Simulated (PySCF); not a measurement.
Isomers of C7H9NO. Method: PySCF, PBE0-D3(BJ)/def2-SVP geometry optimisation, gas phase. Energies are electronic, without zero-point or thermal terms, for one conformer each. No frequencies were run at this level. Point groups hold within 0.08 Å.

Task: Rank from lowest to highest electronic energy at this level (kcal/mol).
A. `[CH3:1][O:2][c:3]1[cH:4][cH:5][cH:6][c:7]([NH2:8])[cH:9]1` with C1–O2–C3–C4 -1° (m-anisidine)
B. `[CH2:1]=[CH:2][C:3]([CH:4]=[CH2:5])=[N:6][C:7]([CH3:8])=[O:9]` with C1–C2–C3–C4 169°, C2–C3–C4–C5 -14°, C3–N6–C7–C8 -120°
C. `[CH3:1][O:2][CH2:3][c:4]1[cH:5][cH:6][cH:7][n:8][cH:9]1` with C1–O2–C3–C4 -178°, O2–C3–C4–C5 16°
D. `[CH3:1][O:2][CH2:3][c:4]1[cH:5][cH:6][n:7][cH:8][cH:9]1` with C1–O2–C3–C4 179°, O2–C3–C4–C5 -4°
E. `[CH2:1]=[CH:2][C:3](=[CH2:4])[C:5](=[CH2:6])[C:7]([NH2:8])=[O:9]` with C1–C2–C3–C4 -164°, C2–C3–C5–C6 39°, C3–C5–C7–N8 -144°, C5–C7–N8–H 15° and 180°
F. `[CH3:1][CH2:2][O:3][c:4]1[cH:5][cH:6][cH:7][n:8][cH:9]1` with C1–C2–O3–C4 -178°, C2–O3–C4–C5 179°

Result: A (0.0), F (6.1), D (13.1), C (13.6), E (31.4), B (37.0).

As drawn, the lowest has an aromatic ring and an N–H bond, which the highest lacks; the highest has a C=O bond, a C=N bond and a C(=O)–N unit, which the lowest lacks. Neighbours under 2.5 kcal/mol apart (COCc1ccncc1 and COCc1cccnc1) can change places with a better method, another conformer or zero-point energy.

```
             SMILES      E (Eh)  E rel (kcal/mol)  dipole (D)  point group       A, B, C (MHz)
      COc1cccc(N)c1  -401.39145               0.0        1.00            –   3617, 1135, 869.4
        CCOc1cccnc1  -401.38167               6.1        2.06            –  4993, 938.6, 798.1
        COCc1ccncc1  -401.37062              13.1        3.66      near Cs  5030, 907.1, 776.2
        COCc1cccnc1  -401.36981              13.6        2.67           C1  4959, 914.9, 781.9
C=CC(=C)C(=C)C(N)=O  -401.34140              31.4        3.45           C1   2745, 1176, 985.8
  C=CC(C=C)=NC(C)=O  -401.33249              37.0        3.51           C1   2187, 1192, 878.8
```
